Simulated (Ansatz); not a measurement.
The same path of CH$_{5}$BFNSi (10 atoms, charge 0, multiplicity 1) was run twice with different band settings. Made: B1–H8.

These are results of UKS B3LYP-D4/def2-SVP in Ansatz, not measurements.

Relaxed end points:

```xyz
10
Properties=species:S:1:pos:R:3
B -1.999 -0.102 -0.643
Si -0.437 -0.335 0.603
N 1.091 -0.440 -0.256
C 2.068 0.323 -0.184
F 3.172 0.131 -0.919
H -3.114 -0.088 -0.180
H -1.879 0.035 -1.834
H -0.592 -1.601 1.380
H -0.431 0.802 1.593
H 2.205 1.225 0.443
```

```xyz
10
Properties=species:S:1:pos:R:3
B -1.840 -0.395 -0.488
Si -0.555 0.384 0.686
N 1.058 0.798 0.330
C 2.160 0.537 -0.170
F 2.507 -0.678 -0.618
H -2.951 -0.486 -0.025
H -1.617 -0.375 -1.671
H -1.093 -1.306 0.098
H -0.579 0.224 2.168
H 2.993 1.244 -0.307
```

Common settings: climbing image yes; spring 5.0 eV/Å²; optimiser quadratic models (default); start path through a guess of the saddle point; force threshold 0.05 eV/Å; iteration limit 60; end points relaxed.

| run | movable images |
| --- | --- |
| 1 | 5 |
| 2 | 1 |

What does each run give, and how far can it be trusted?

Run 1: converged after 33 iterations, highest image 0.280 eV above the first end. The profile has 2 maxima (images 1, 3) with wells between them (image 2): this band takes more than one step, which may be the mechanism or a detour left from its start path. A vibrational analysis at the climbing image gives one clearly imaginary mode, 430i cm⁻¹: a first-order saddle point.
Run 2: not converged after 60 iterations, highest image 0.872 eV above the first end. The band didn't meet its force threshold, so its energies are provisional: the largest band force was still 1.09 eV/Å, and over the last iterations the top moved between 0.71 and 0.94 eV. Neighbouring images lie up to 3.3 Å apart, so the band is torn or far too coarse. So few images can step over the top or miss a turn of the path.
